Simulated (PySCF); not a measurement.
NiO, SMILES [O]=[Ni] (connectivity only; charge and spin as stated), neutral, multiplicity 3.

Coordinates come from a PBE0-D3(BJ)/def2-TZVPD optimisation. The multiplicity is an assumed one; other spin states were not compared.

These are PBE0/def2-TZVPD (PySCF) values and carry that method's errors.

Gas-phase values at a fixed geometry.

- total energy = -1583.18465 hartree
- point group = C∞v
- α spin, highest occupied and lowest empty level = -7.41 and -3.01 eV
- β spin, highest occupied and lowest empty level = -6.71 and -2.64 eV
- dipole moment = 1.028 e·Å
- mean static polarisability = 38.4 bohr³ (5.69 Å³)
- polarisability, principal values = 35.0, 35.0, 45.1 bohr³
- ⟨S²⟩ = 2.039 (pure state 2.00)
